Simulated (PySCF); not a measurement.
Theory: shieldings: GIAO PBE0/pcSseg-1, structure optimised with GFN2-xTB, in PySCF 2.14.0 with density-fitted response routines (no relativistic terms, one averaged value for each set of equivalent atoms, a single conformation, in vacuum).

δ = σ(ref) − σ, references computed at the same level: $^{1}$H (31.72 ppm) and $^{13}$C (186.93 ppm) vs TMS. Shifts are as computed. Against solution values, carbons near 30 ppm lie about +3 ppm off and those near 130 ppm about +5 ppm. Of 1211 compounds with measured shifts, 218 miss one by over three times the rms of a fit or turn the order of signals round; such compounds aren't used in these exercises. OH and NH positions are gas-phase values without hydrogen bonding to other molecules.

(1) Order these molecules by the shift of their most deshielded carbon, lowest δ first.
A. [H]/N=C\[C@@H]1CC[C@@H]2C[C@@H]2C1
B. CC#C[SiH2]/C=C/[Si@@H](Cl)OC
C. N#C[C@@H]1C=C(F)OCC1

(2) Order these molecules by the shift of their most deshielded carbon-bound hydrogen, lowest δ first.
A. CC#C[SiH2]/C=C/[Si@@H](Cl)OC
B. N#C[C@@H]1C=C(F)OCC1
C. [H]/N=C\[C@@H]1CC[C@@H]2C[C@@H]2C1
D. C=C[SiH2]OC1=CCC1

(3) How many $^{13}$C and $^{1}$H signals does each give (equivalence by symmetry and fast rotation, but not about amide C–N or C=N bonds)? `[H]/N=C\[C@@H]1CC[C@@H]2C[C@@H]2C1`, `C=C[SiH2]OC1=CCC1`, `CC#C[SiH2]/C=C/[Si@@H](Cl)OC`, `N#C[C@@H]1C=C(F)OCC1`

Results:

(1) B (159.4 ppm, alkene CH), C (172.6 ppm, alkene carbon bearing oxygen), A (182.6 ppm, C=N carbon).

(2) B (4.61 ppm, hydrogen on an sp3 CH2 bonded to O), D (6.59 ppm, hydrogen on an alkene CH), A (7.02 ppm, hydrogen on an alkene CH), C (7.48 ppm, hydrogen on a C=N carbon).

(3) [H]/N=C\[C@@H]1CC[C@@H]2C[C@@H]2C1: 8 C, 13 H; C=C[SiH2]OC1=CCC1: 6 C, 7 H; CC#C[SiH2]/C=C/[Si@@H](Cl)OC: 6 C, 7 H; N#C[C@@H]1C=C(F)OCC1: 6 C, 6 H.
